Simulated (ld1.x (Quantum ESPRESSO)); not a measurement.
## chromium (Cr), TM: configuration errors across variants

* Element: chromium
* Generator: ld1.x (Quantum ESPRESSO) 7.5
* Type: norm-conserving Troullier–Martins (Kleinman–Bylander form)
* Functional: PBEsol
* Relativity: scalar-relativistic
* Frozen core: [Ar]
* Valence charge: 6
* Reference configuration: 3d5 4s0 4p0 (charge +1)
* Partial waves: 4s (bound, empty): rc 2.85 bohr; 4p (bound, empty): rc 3.60 bohr; 3d (bound): rc 1.80 bohr
* Local potential: the d channel
* Core correction: Bessel-smoothed model core inside 1.40 bohr

All-electron excitation energies from the reference (eV): (1) 3d5 4s1 4p0 -6.873; (2) 3d4 4s0 4p0 16.014; (3) 3d3 4s0 4p0 46.719; (4) 3d5 4s0.5 4p0 -4.166; (5) 3d5 4s0 4p1 -3.730.

Tests that are not counted but printed errors over 1 eV. “base”: 3d6 4s0 4p0 (pseudo-atom not self-consistent, printed error -267 eV); 3d5.5 4s0.5 4p0 (solver errors, printed error -181 eV). “core correction none”: 3d6 4s0 4p0 (pseudo-atom not self-consistent, printed error -160 eV). “core correction Bessel-smoothed model core inside 0.84 bohr”: 3d6 4s0 4p0 (pseudo-atom not self-consistent, printed error -162 eV). “core correction Bessel-smoothed model core inside 1.04 bohr”: 3d6 4s0 4p0 (pseudo-atom not self-consistent, printed error -173 eV). “core correction Bessel-smoothed model core inside 1.32 bohr”: 3d6 4s0 4p0 (pseudo-atom not self-consistent, printed error -173 eV).

A true bound ghost makes a file unfit for plane-wave use even where its test errors are small: the radial tests pick states by their node count and pass the ghost by. Where a test does run into it, the solver fails or the error is huge.

Errors AE − PS in meV (a dash: test not solved or not reliable):

```csv
change,(1),(2),(3),(4),(5),bound ghosts
base,-14,-170,-1017,-3.9,-5.9,"s, p"
core correction none,+20,-70,-425,+8.8,+7.1,"s, p"
core correction Bessel-smoothed model core inside 0.84 bohr,-14,-170,-1020,-4.0,-5.9,"s, p"
core correction Bessel-smoothed model core inside 1.04 bohr,-14,-170,-1021,-4.0,-5.9,"s, p"
core correction Bessel-smoothed model core inside 1.32 bohr,-14,-170,-1020,-4.0,-5.9,"s, p"
core correction Bessel-smoothed model core inside 1.90 bohr,-12,-162,-944,-3.5,-5.5,"s, p"
core correction Bessel-smoothed model core inside 2.08 bohr,-11,-156,-891,-3.1,-5.3,"s, p"
```

(1) Give the same row for: core correction Bessel-smoothed model core inside 1.62 bohr.

Results:

(1) -13, -168, -999, -3.8, -5.8; bound ghosts: s, p. Not counted: 3d6 4s0 4p0 (pseudo-atom not self-consistent, printed error -145 eV).
